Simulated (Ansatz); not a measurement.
```yaml
crystal:
  periodic: [false, false, false]
  atoms:
    - {symbol: C, position_ang: [0.376774, -1.730111, 0.231611]}
    - {symbol: O, position_ang: [-0.094659, -0.465586, 0.666900]}
    - {symbol: Ge, position_ang: [-0.044433, 0.903699, -0.410288]}
    - {symbol: F, position_ang: [-1.168618, 0.655849, -1.696358]}
    - {symbol: C, position_ang: [-0.720659, 2.364749, 0.620470]}
    - {symbol: N, position_ang: [-1.087511, 3.271513, 1.225906]}
    - {symbol: h, position_ang: [0.403903, -2.383496, 1.104182]}
    - {symbol: H, position_ang: [-0.291358, -2.167830, -0.515679]}
    - {symbol: H, position_ang: [1.388642, -1.670473, -0.186312]}
    - {symbol: H, position_ang: [1.321017, 1.170587, -1.037531]}
basis:
  gaussian: {orbitals: STO-3G, point_charges: [{charge: 2.00, position_ang: [5.389, 0.500, 0.422]}]}
hamiltonian: {xc: {name: HF}}
correlation: {method: rpa, electrons: outside_noble_gas}
accuracy: high
```

```sh
$ ansatz run in.yaml --threads 4 --pin off --events-out ev --progress --plain --max-ram 10444MiB
```

Question: How does Ansatz answer? (Best estimate.)

Answer: Computed: The input was rejected before any iteration.
```
Error: YAML parse error: error: line 10 column 16: `h` is not an element symbol (H … Og, case-exact)
 8 |     - {symbol: C, position_ang: [-0.720659, 2.364749, 0.620470]}
 9 |     - {symbol: N, position_ang: [-1.087511, 3.271513, 1.225906]}
10 |     - {symbol: h, position_ang: [0.403903, -2.383496, 1.104182]}
11 |     - {symbol: H, position_ang: [-0.291358, -2.167830, -0.515679]}
12 |     - {symbol: H, position_ang: [1.388642, -1.670473, -0.186312]}
```
